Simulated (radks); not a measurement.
Results of a calculation; reference values are marked as such.
Species: Pt LXXVIII. Configuration: 1s1 (the NIST ground configuration).

Code: a radial shooting solver on a logarithmic mesh with Libxc functionals. Model: scalar-relativistic Kohn-Sham, PBE, spin-polarised, spherical densities, finite nucleus; open shells are filled with parallel spins first (spin-orbit coupling, left out, can overturn this in heavy ions); Fermi nuclear charge, rms radius 5.427 fm.

Energy parts (hartree):
| part | energy |
|---|---|
| total | -3337.0408 |
| kinetic | 4052.4813 |
| electron-nucleus | -7389.6606 |
| Hartree | 28.0470 |
| exchange-correlation | -27.9086 |

Orbitals (lengths in bohr, moments of r in powers of bohr; r(max) is where P^2 peaks):
| orbital | occ. | eigenvalue (hartree) | r(max) | <r> | <1/r> | <r^2> |
|---|---|---|---|---|---|---|
| 1s up | 1 | -3316.526 | 0.01054 | 0.01697 | 94.76 | 0.0003969 |
| 2s up | 0 | -841.3421 | 0.05871 | 0.06822 | 23.55 | 0.005493 |
| 2p up | 0 | -783.5912 | 0.04762 | 0.06037 | 21.06 | 0.004419 |

The highest occupied level is 1s up at -90247 eV. Summed over all electrons, <r^2> = 0.0003969 bohr^2, which gives a Langevin (diamagnetic) susceptibility term of -0.000314 x 10^-6 cm^3/mol. The electron density at the nucleus is 9.148e+05 e/bohr^3 (large components only).
